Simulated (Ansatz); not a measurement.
[CuBr2]- (CuBr2⁻). Total charge -1; singlet. Geometry PBE-D4/def2-TZVPD.

```xyz
3

Cu    0.000    0.000    0.000
Br   -2.239    0.240    0.307
Br    2.239   -0.240   -0.307
```

The 6-31G sets use Cartesian d functions. B3LYP takes the VWN-RPA correlation.

(1) Estimate the orbital energies around the gap (eV) in Ansatz with HF/6-31G, PBE-D4/def2-SVPD, PBE-D4/def2-TZVPD, B3LYP-D4/6-31G, PBE0-D4/def2-SVPD.

Answers

(1) 
```tsv
orbital	HF/6-31G	PBE-D4/def2-SVPD	PBE-D4/def2-TZVPD	B3LYP-D4/6-31G	PBE0-D4/def2-SVPD
HOMO−5	-6.48	-2.33	-2.34	-3.11	-3.51
HOMO−4	-6.15	-1.06	-1.28	-0.88	-3.22
HOMO−3	-6.15	-1.01	-1.28	-0.77	-3.22
HOMO−2	-5.51	-1.01	-1.16	-0.77	-2.60
HOMO−1	-5.51	-0.77	-0.88	-0.59	-2.42
HOMO	-5.25	-0.77	-0.88	-0.59	-2.42
LUMO	6.77	2.67	2.64	4.35	3.25
LUMO+1	6.77	3.42	3.17	4.63	3.85
LUMO+2	6.93	4.01	3.62	4.63	4.63
LUMO+3	8.07	4.01	3.62	5.75	4.63
LUMO+4	12.77	4.64	3.99	8.45	5.27
LUMO+5	14.70	5.14	4.26	10.32	5.71
```
